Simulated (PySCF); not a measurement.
**Gas-phase XPS of `BrC1CC1`, computed**

Species: C3H5Br.
SMILES with atom numbers: `[Br:1][CH:2]1[CH2:3][CH2:4]1`

Structure used (PBE0-D3(BJ)/def2-SVP), in Å, numbered top down from 1:
```xyz
9
C3H5Br angstrom
Br     2.1419   -0.8237   -0.7363
C      0.6257   -0.3621    0.3343
C     -0.7466   -0.4456   -0.2454
C     -0.1306    0.8928    0.0534
H      0.7849   -0.6665    1.3707
H     -1.5467   -0.8215    0.3988
H     -0.8324   -0.7399   -1.2943
H     -0.4921    1.4652    0.9125
H      0.1960    1.5013   -0.7936
```

Level of theory: delta-SCF UKS SCAN, pcX-2 on the ionised atom, pcseg-1 elsewhere, spin-free X2C in PySCF 2.14.0. Vertical ΔSCF values, vacuum level as zero.

Q: List the computed XPS lines with their assignment.

A: 
```csv
atom(s),environment,level,binding energy (eV),above the level's lowest (eV),count
C3/C4,three-membered-ring carbon,C 1s,291.07,0.00,2
C2,sp3 C–Br carbon,C 1s,291.90,+0.83,1
```

The listed C 1s values span 0.83 eV, from C3/C4 (bonded to 2 C and 2 H) to C2 (bonded to Br, 2 C and H).

Q: Give the binding energy of C 1s of C2 in hartree and in kJ/mol.

A: 291.90 eV = 10.7271 Eh = 28164 kJ/mol.

Q: What is the longest wavelength that can ionise C 1s of C2 vertically?

A: λ = hc/E = 12398.42 eV Å / 291.90 eV = 42.475 Å.

The first atom of each set that the bonding makes equivalent was ionised and stands for the set. No level of bromine is listed. Isolated species at its PBE0-D3(BJ)/def2-SVP geometry, gas phase.
